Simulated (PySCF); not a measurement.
C2F5, charge +1, multiplicity 1.

```xyz
7

F      1.5241    -0.0155    -1.0521
C      0.8873    -0.0282     0.0000
F      1.5241    -0.0155     1.0521
C     -0.6922    -0.0072     0.0000
F     -0.9960     1.2657     0.0000
F     -1.0911    -0.6055     1.0803
F     -1.0911    -0.6055    -1.0803
```
Charge +1, spin multiplicity 1.

Coordinates come from a PBE0-D3(BJ)/def2-SVP optimisation. The spin state was assumed, not searched. The isomer is the one that the SMILES or the coordinates give; other isomers of the formula were not compared.

Calculation: KT2/pcSseg-1 (PySCF). Non-relativistic, no solvent.

Problem. Give the absolute GIAO shielding of each atom: isotropic value and principal components (ppm). (Estimate from the structure and the level; the computed values follow.)

Solution. 
```
atom  σ(iso)     σ11    σ22    σ33   span
----  ------  ------  -----  -----  -----
F1      49.1  -209.6   44.4  312.6  522.2
C2      -1.3   -50.9  -11.0   57.9  108.8
F3      49.1  -209.6   44.4  312.6  522.2
C4      63.8    37.6   72.0   82.0   44.4
F5     198.3   148.2  176.7  269.9  121.7
F6     229.8   187.1  196.2  306.0  118.9
F7     229.8   187.1  196.2  306.0  118.9
```
